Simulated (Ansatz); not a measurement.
Process, species as SMILES: Br (HBr) → Br atom + H atom
B3LYP-D3(BJ)/def2-TZVP geometries, fixed; electronic energies without zero-point terms.
Largest species:
```
Br
H 1 1.4248
```

Basis-set convergence of the bond dissociation energy at PBE0 with Ansatz (a first-principles code). All functions are spherical. The program fits the integrals of some runs and decomposes those of others, by size. Open shells are unrestricted. No added dispersion term, no relativity. Functions are those of the species that has most. Reference: the value in aug-cc-pV5Z, 91.66 kcal/mol, itself unsure by roughly 0.06 kcal/mol (its mean distance from pcseg-4, aug-pcseg-3, aug-cc-pVQZ). Deviations are taken from unrounded values.

```tsv
basis	functions	bond dissociation energy (kcal/mol)	minus reference (kcal/mol)
pcseg-0	24	78.29	-13.37
pcseg-1	32	90.01	-1.65
aug-pcseg-1	45	90.94	-0.72
pcseg-2	57	91.27	-0.39
aug-pcseg-2	82	91.54	-0.12
pcseg-3	101	91.60	-0.06
aug-pcseg-3	142	91.59	-0.07
pcseg-4	172	91.59	-0.07
```

The smallest set listed that lies within 2 kcal/mol of the reference with all its larger relatives (same family, alike in diffuse functions; a set with none counts only in the reference's own line) is pcseg-1 (32 functions, -1.65 kcal/mol off).
